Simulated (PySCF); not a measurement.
Electron correlation in Ti (titanium, neutral)

[Ar] 3d3 4s1, high-spin 5F determinant (an excited configuration). Computed with PySCF 2.14 in dyall-av2z (16s12p7d2f, 101 functions), with no relativity, point nucleus. Frozen: [Ar]; 4 electrons correlated; the 25 highest virtual orbitals of each spin left out.

```
  level  correlation energy (mhartree)
   CCSD                         -37.93
    (T)                          -0.92
CCSD(T)                         -38.85
```

Diagnostics: T1 = 0.021, D1 = 0.0304, largest double amplitude 0.041.

Cost of the coupled-cluster step: about 12 core-seconds, for 4 correlated electrons.
